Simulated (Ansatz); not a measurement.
Species: CCl, charge 0, doublet. CCl (SMILES Cl[C], doublet).
B3LYP-D3(BJ)/def2-TZVP minimum from Ansatz (a first-principles code):
```
C
Cl 1 1.6564
```
Charge 0, spin multiplicity 2.

Total energies in cc-pV(Q+d)Z, 11 correlated electrons, 6 frozen orbitals. UHF or UKS for unpaired electrons; spin-orbit terms are left out. Correlated methods leave the cores frozen. No relativity.

```json
[
 {"method": "HF", "program": "Ansatz", "energy (Eh)": "-497.26659", "minus CCSDT(Q) (mEh)": "367.84"},
 {"method": "MP2", "program": "Ansatz", "energy (Eh)": "-497.58529", "minus CCSDT(Q) (mEh)": "49.14"},
 {"method": "CCSD", "program": "Ansatz", "energy (Eh)": "-497.61374", "minus CCSDT(Q) (mEh)": "20.69"},
 {"method": "CCSD(T)", "program": "Ansatz", "energy (Eh)": "-497.63211", "minus CCSDT(Q) (mEh)": "2.32"},
 {"method": "CCSDT(Q)", "program": "Ansatz", "energy (Eh)": "-497.63443", "minus CCSDT(Q) (mEh)": "0.00"}
]
```

Rough core times of Ansatz's runs on a shared machine: CCSD(T) 30 s, CCSDT(Q) 40 min.
